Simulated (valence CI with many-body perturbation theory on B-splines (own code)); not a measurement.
# Kr³⁺: what the settings do

Computed by valence CI with perturbative core correlation (CI+MBPT): five valence electrons over a frozen Dirac-Fock core [Ar] 3d10, radial functions for each j: 6 s, 6 p, 5 d, 3 f, 1 g, with the one-electron correlation potential Σ1 (screened to all orders), the two-electron term Σ2, the three-electron term Σ3, Breit, model QED; selected single and double excitations, second order for the rest, scaled by the run's own slope (own B-spline code, finite nucleus).

Set against measurement, 22 paired levels are off by 172 cm⁻¹ on average, the worst by 304. Among the levels kept, up to 2000 cm⁻¹ of a level comes from second order outside the variational space, and about a tenth of that is noise between levels of different J, which matters for small intervals.

The reference run has the lowest level 4s2.4p3 4S°_3/2 and an ionisation energy of 50.6491 eV. Its largest variational space holds 10001 state functions.

Names give the largest LS component (configuration and term), which can be under half, so a name can repeat, a term be missing and a line seem to break the LS rules; names also repeat where a configuration has a term twice.

Changed runs:
A. logarithmic knot step 0.27 → 0.4
B. highest l with Σ1, explicit Σ2 and valence Breit (higher l get mean screening factors) 3 → 1
C. QED terms on → off
D. closed core [Ar] 3d10 → [Ar] 3d10 4s1 (bad on purpose)

Excitation energies of the reference run in cm⁻¹, and shifts in cm⁻¹:

| Level | Reference | A | B | C |
| --- | --- | --- | --- | --- |
| 4s2.4p3 2D°_3/2 | 17271 | +0.4 | +135 | +2.7 |
| 4s2.4p3 2D°_5/2 | 18917 | +0.8 | +168 | -3.4 |
| 4s2.4p3 2P°_1/2 | 31360 | +0.3 | -141 | -0.8 |
| 4s2.4p3 2P°_3/2 | 33678 | -0.1 | -103 | -9.5 |
| 4s.4p4 4P_5/2 | 118496 | -15 | -312 | +188 |
| 4s.4p4 4P_3/2 | 122145 | -15 | -336 | +178 |
| 4s.4p4 4P_1/2 | 123823 | -15 | -339 | +175 |
| 4s.4p4 2D_3/2 | 145656 | -15 | -591 | +157 |
| 4s.4p4 2D_5/2 | 146524 | -15 | -537 | +156 |
| 4s2.4p2.4d 2P_3/2 | 163315 | -16 | -3586 | +72 |
| 4s2.4p2.4d 2P_1/2 | 166068 | -15 | -3288 | +82 |
| 4s2.4p2.4d 4F_3/2 | 172592 | -16 | -7157 | +0.2 |
| Ionisation energy (eV) | 50.6491 | -0.0021 | -0.0475 | -0.0021 |

Run D: It gave no result: the perturbation theory needs a core of closed shells. The program said: "the core must hold closed shells only".
